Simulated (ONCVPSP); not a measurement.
**Pseudopotential generation for Sr (Z = 38): ONCV, PBE, scalar-relativistic.**

```
Element                 : strontium
Generator               : ONCVPSP 4.0.1
Type                    : optimised norm-conserving Vanderbilt (ONCV)
Functional              : PBE
Relativity              : scalar-relativistic
Frozen core             : [Ar] 3d10
Valence charge          : 10
Reference configuration : 4s2 4p6 (charge +2)
Partial waves           : 4s: rc 2.00 bohr, ncon 5, nbas 8, qcut 7.6 1/bohr, 3 projectors, debl 1.6 Ha; 4p: rc 2.10 bohr, ncon 3, nbas 6, qcut 5.2 1/bohr, 2 projectors, debl 1.2 Ha; d scattering state at 0.04 Ha: rc 1.85 bohr, ncon 5, nbas 9, qcut 5.9 1/bohr, 2 projectors, debl 3 Ha
Local potential         : polynomial inside 1.25 bohr (lpopt 5, dvloc0 0 Ha)
Core correction         : polynomial model core, fcfact 0.6
```

In the s channel the program set the typed energies aside and used -2.011, 0.250, 1.850 Ha. In the p channel the program set the typed energies aside and used -1.342, 0.250 Ha. In the d channel the program set the typed energies aside and used 0.050, 3.050 Ha.

All-electron outer shells of the reference configuration (PBE, scalar-relativistic, ld1.x):

| shell | level (eV) | outermost node (bohr) | outermost maximum (bohr) |
| --- | --- | --- | --- |
| 4p | -36.52 | 0.61 | 1.32 |

Results:

| Quantity | Value |
| --- | --- |
| Cutoffs needed | 19 Ha and 22 Ha (the cutoffs (Ha) at which the residual kinetic energy of the hardest occupied pseudo-wave falls to 1 and 0.1 mHa per electron) |
| Ghost test | no bound ghost flagged; GHOST(+) flagged for s at 264.6 eV |
| Configuration tests | 1 of 4 tests not solved or not reliable |
| rms error of d²Exc/dni dnj | 3.69 mHa without and 0.55 mHa with the model core |

Generation and tests took about 3.3 s on one core of a shared server CPU.
